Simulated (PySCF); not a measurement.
## Where the electron goes

C6H8O.
SMILES with atom numbers: `[CH3:1][CH2:2][CH2:3][C:4]#[C:5][CH:6]=[O:7]` (hydrogens: H8, H9, H10 on C1; H11, H12 on C2; H13, H14 on C3; H15 on C6)

Structure used (GFN2-xTB), in Å, numbered top down from 1:
```xyz
15
C6H8O angstrom
C     -1.7257   -0.7020    0.4669
C     -1.3838   -0.0036   -0.8427
C      0.0632   -0.2779   -1.2728
C      1.0071    0.2607   -0.3248
C      1.7773    0.7250    0.4791
C      2.6780    1.2646    1.4399
O      2.3923    1.5912    2.5629
H     -1.6251   -1.7811    0.3662
H     -1.0608   -0.3661    1.2594
H     -2.7492   -0.4797    0.7587
H     -2.0537   -0.3499   -1.6323
H     -1.5238    1.0731   -0.7282
H      0.2294   -1.3569   -1.3487
H      0.2579    0.1641   -2.2545
H      3.7125    1.3616    1.0489
```

Computed, not measured: PySCF, TDDFT wB97X-D/def2-SVPD, vertical, gas phase, core orbitals frozen in the response.

Kohn–Sham orbitals with the atoms that hold most of them (Löwdin shares over 4%, at most four atoms; ? is withheld):

```
orbital  ε (eV)                            atoms
 HOMO-3  -11.87  C2 27%, C1 23%, H12 12%, H8 10%
 HOMO-2  -10.14    C5 35%, C4 31%, O7 13%, C3 7%
 HOMO-1  -10.09     C5 37%, C4 35%, C3 8%, C2 5%
   HOMO       ?                                ?
   LUMO   -0.03                                ?
 LUMO+1    2.06  C3 17%, C4 13%, C2 12%, H14 11%
 LUMO+2    2.31  C6 24%, C5 22%, C4 19%, H15 10%
```

**Question.** Which atoms hold the HOMO, and with what shares?

**Answer.** O7 (bonded to C) 68%; C6 (bonded to C, O and H) 16%; H15 (bonded to C) 8%; C5 (bonded to 2 C) 6%. By element: oxygen 68%, carbon 22% or more, hydrogen 8% or more.

**Question.** Give the leading atoms of the LUMO.

**Answer.** C6 (bonded to C, O and H) 30%; O7 (bonded to C) 27%; C4 (bonded to 2 C) 18%; C5 (bonded to 2 C) 14%. By element: carbon 61% or more, oxygen 27%.

**Question.** What is the HOMO energy, and the HOMO–LUMO gap?

**Answer.** ε(HOMO) = -9.83 eV; the gap is 9.80 eV (0.3602 hartree).

**Question.** The HOMO–LUMO gap is 9.80 eV. Where does the response calculation put the lowest singlet, and from which orbitals?

**Answer.** S1 is at 3.95 eV (f = 0.0003), 5.85 eV below the gap, made of HOMO→LUMO (96%). 

**Question.** Give energy, strength and leading configuration of S1, S2 and S3, and follow the Löwdin shares of the leading atoms from the occupied to the empty orbital.

**Answer.** 
- S1 (3.95 eV, f 0.0003), HOMO→LUMO (96%): O7 68% → 27%, C6 16% → 30%
- S2 (4.75 eV, f 0.0002), HOMO-1→LUMO (95%): C5 37% → 14%, C4 35% → 18%, C6 at most 5% → 30%, O7 at most 5% → 27%
- S3 (5.71 eV, f 0.181), HOMO-2→LUMO (81%): C5 35% → 14%, C4 31% → 18%, C6 at most 8% → 30%, O7 13% → 27%

One conformer stands for the species.
